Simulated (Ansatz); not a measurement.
Pulling on the Be1–F2 bond in BeF2 (SMILES [F][Be][F]) (multiplicity 1 held, fragments rigid). Energies count from the point at 1.381 Å.
Geometry at that point (charge 0, multiplicity 1):
```
atom   x (Å)   y (Å)    z (Å)
----  ------  ------  -------
Be    0.0000  0.0000   0.0000
F     0.0000  0.0000  -1.3812
F     0.0000  0.0000   1.3812
```

Signs of static correlation in aug-cc-pVDZ, from Ansatz (an electronic-structure program) runs.

```tsv
R (Å)	T1 of restricted CCSD	⟨S²⟩ of UHF	largest double amplitude of restricted CCSD
1.105	0.014	0.000	0.018
1.243	0.015	0.000	0.018
1.381	0.016	0.000	0.021
1.519	0.017	0.000	0.019
1.657	0.018	0.000	0.021
1.865	0.020	0.000	0.026
2.072	0.022	0.000	0.029
2.417	0.029	___	0.073
2.762	0.042	0.852	0.126
3.177	0.069	0.961	___
3.729	0.137	0.996	0.516
4.420	0.240	1.003	1.284
```

What belongs in the gaps?


- 2.417, ⟨S²⟩ of UHF: 0.437
- 3.177, largest double amplitude of restricted CCSD: 0.219

Doubts at one or more of the structures used: a restricted determinant that unrestricted orbitals would lower (R-CCSD(T)/aug-cc-pVDZ); T1 above 0.05 (R-CCSD(T)/aug-cc-pVDZ, U-CCSD(T)/aug-cc-pVDZ); other coupled-cluster roots lie near (R-CCSD(T)/aug-cc-pVDZ); a spin-contaminated determinant (U-CCSD(T)/aug-cc-pVDZ); the program's own flag: other amplitudes (U-CCSD(T)/aug-cc-pVDZ).
